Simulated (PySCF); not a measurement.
# Relaxation of quartet Sn₃S⁺

Method: PySCF, UPBE, basis S def2-SVP, Sn def2-SVP with ECP28 (scalar-relativistic core potentials, no spin–orbit coupling, density fitting). A (50,194) grid was used.

A hand-made trigonal pyramidal start, of C3v symmetry, held to at least that symmetry:

Coordinates in bohr (charge 1 multiplicity 4):
```
S     0.0000    0.0000   -1.9403
Sn    3.9734    0.0000    0.1724
Sn   -1.9867    3.4411    0.1725
Sn   -1.9867   -3.4411    0.1725
```

What does it relax to?

It ends at C3v with Sn–Sn 3.217 Å (×3), S–Sn 2.613 Å (×3); Sn–Sn–Sn 60.0° (×3), Sn–S–Sn 76.0° (×3), S–Sn–Sn 52.0° (×6) (after a last refinement on a finer grid). A frequency run shows a minimum. Other isomers or separated fragments may lie lower.

How much energy is released, and in how many steps?

128.9 kJ/mol in 7 steps.

With an element this heavy the missing spin–orbit coupling can shift these numbers.

The relaxation took 33 s on 2 threads of a shared Intel Xeon Platinum 8559C (Emerald Rapids) host, with 96 basis functions and 8 gradients; the process peaked at 0.56 GiB.
